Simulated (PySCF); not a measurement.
**Orbital picture of BeTl**

PBE0 at R = 2.622 Å; PySCF, scalar-relativistic core potentials, basis sets Be def2-SVP, Tl def2-SVP with ECP60. State: ²Π (doublet), unpaired electrons π ↑. Only the outer orbitals are listed, counted within each symmetry, core potentials removing the inner ones.

```csv
spin,orbital,occ.,ε (eV),on Be (%),main shells (%)
α,4σ,1,-17.84,0,100 Tl d
α,2π,1,-17.79,0,100 Tl d
α,1δ,1,-17.71,0,100 Tl d
α,1δ,1,-17.64,0,100 Tl d
α,2π,1,-17.63,0,100 Tl d
α,5σ,1,-11.23,11,"88 Tl s, 8 Be s"
α,6σ,1,-6.37,71,"71 Be s, 19 Tl p, 9 Tl s"
α,3π,1,-3.93,37,"62 Tl p, 37 Be p"
α,3π,0,-2.41,35,"64 Tl p, 35 Be p"
α,7σ,0,-2.32,61,"44 Be p, 38 Tl p, 18 Be s"
α,4π,0,-0.77,60,"60 Be p, 39 Tl p"
β,4σ,1,-17.83,0,100 Tl d
β,2π,1,-17.78,0,100 Tl d
β,1δ,1,-17.63,0,100 Tl d
β,1δ,1,-17.55,0,100 Tl d
β,2π,1,-17.53,0,100 Tl d
β,5σ,1,-10.73,10,89 Tl s
β,6σ,1,-6.01,71,"70 Be s, 21 Tl p"
β,3π,0,-2.21,38,"62 Tl p, 38 Be p"
β,7σ,0,-2.19,61,"46 Be p, 38 Tl p, 15 Be s"
β,3π,0,-1.77,39,"61 Tl p, 39 Be p"
```

Question: Which are the highest filled and the lowest empty level, where do they sit, and how wide is the gap?

Answer: Highest filled α 3π at -3.93 eV (in %: 62 Tl p, 37 Be p); lowest empty α 3π at -2.41 eV (in %: 64 Tl p, 35 Be p); the gap at PBE0 is 1.52 eV. Both belong to one degenerate shell, split only by its one-sided filling, so this is no excitation gap.

```
bond order (Mayer)                               : 1.18
⟨S²⟩                                             : 0.752
charge on Be (Mulliken, basis-dependent)         : -0.01
charge on Be (Löwdin, basis-dependent)           : -0.02
dipole moment (positive dipole means Be(−)Tl(+)) : 0.67 D
```

Spin–orbit coupling is left out, which matters for elements this heavy, above all for dissociation energies. The state was picked by a PBE0 search and need not be the measured ground state.
